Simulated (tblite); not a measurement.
C₃H₃Cl₂FSi.
Atom-mapped SMILES: `[F:1][C@@H:2]1[CH:3]=[C:4]1[SiH:5]([Cl:6])[Cl:7]` (hydrogens: H8 on C2; H9 on C3; H10 on Si5)

Computed geometry: GFN2-xTB, gas phase.

(1) List the bond lengths, angles and torsions at this level.

## Answers

(1) 
```
   bond  length (Å)
  F1–C2       1.382
  C2–C3       1.470
  C3=C4       1.316
 C4–Si5       1.863
Si5–Cl6       2.011
Si5–Cl7       2.015
  C2–C4       1.495
  C2–H8       1.083
  C3–H9       1.062
Si5–H10       1.454
```

A selection of angles:
```
      angle  degrees
   F1–C2–C3    118.4
   F1–C2–C4    117.8
   F1–C2–H8    108.7
   C3–C2–C4     52.7
   C3–C2–H8    125.2
   C4–C2–H8    124.5
   C2–C3–C4     64.6
   C2–C3–H9    145.4
   C4–C3–H9    149.8
  C3–C4–Si5    153.0
   C2–C4–C3     62.7
  C2–C4–Si5    144.0
 C4–Si5–Cl6    108.6
 C4–Si5–Cl7    107.3
 C4–Si5–H10    110.0
Cl6–Si5–Cl7    110.3
Cl6–Si5–H10    110.4
Cl7–Si5–H10    110.2
```

Torsions: F1–C2–C3–C4 -105° (anticlinal); C2–C3–C4–Si5 173° (antiperiplanar); C3–C4–Si5–Cl6 -4° (synperiplanar); F1–C2–C4–C3 106° (anticlinal).

The 3 C–C bonds span 1.316 Å (C3=C4, drawn double) to 1.495 Å (C2–C4, drawn single), a spread of 0.179 Å. The 3-membered ring C2–C3–C4 has internal angles of 52.7° to 64.6°. Si5 (chlorine-bound silicon) is tetrahedral (angles from 107.3° to 110.4°).

Point group: C1 (no symmetry element, even within 0.4 Å). Its lowest GFN2-xTB frequency is 13 cm⁻¹, too small to tell a flat minimum from a shallow saddle. The numbers are those of one conformer.
